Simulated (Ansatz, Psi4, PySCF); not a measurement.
CH4N, charge -1, singlet, at a GFN2-xTB geometry (in this run its highest filled SCF level lies above zero, so its values depend strongly on the basis, on diffuse functions most of all). Base run: PySCF with MP2/6-31G*.

PySCF was given this input:
```python
from pyscf import gto, scf, mp

mol = gto.M(
    atom='''
C    -0.081984    0.828586   -0.006812
N     0.046891   -0.731902    0.006198
H    -0.498121   -1.028548    0.823905
H    -0.509639   -1.043023   -0.798264
H     0.592027    1.119620    0.875268
H     0.579398    1.103748   -0.903426
''',
    basis='6-31g*',
    charge=-1,
    spin=0,
    verbose=4,
)

mf = scf.RHF(mol)
mf.kernel()

pt = mp.MP2(mf)
pt.kernel()
print('E(MP2) = %.10f' % pt.e_tot)
```

The same geometry, method and basis name were run in Ansatz (an electronic-structure program) and Psi4 and PySCF, at each program's defaults and at the settings that a row names. The base is PySCF at its defaults. Differences at the defaults can come from grids, fitting, cores and function types together.

```
code and settings                                                                                     ΔE vs base (mEh)  basis functions     E (Eh)  SCF cycles
----------------------------------------------------------------------------------------------------  ----------------  ---------------  ---------  ----------
PySCF, defaults (exact integrals, spherical functions, all electrons correlated)                                 0.000               36  -94.77860          10
Psi4, defaults (density fitting with its default set, Cartesian functions, all electrons correlated)            -7.345               38  -94.78595          12
Ansatz, defaults (factorised integrals, Cartesian functions, frozen core)                                        0.029               38  -94.77857           -
PySCF, frozen core                                                                                               4.087               36  -94.77452          10
Psi4, exact integrals, spherical functions, frozen core                                                          4.087               36  -94.77452          12
Ansatz, high accuracy, frozen core, Cartesian functions as the basis file defines them                           0.024               38  -94.77858           -
```
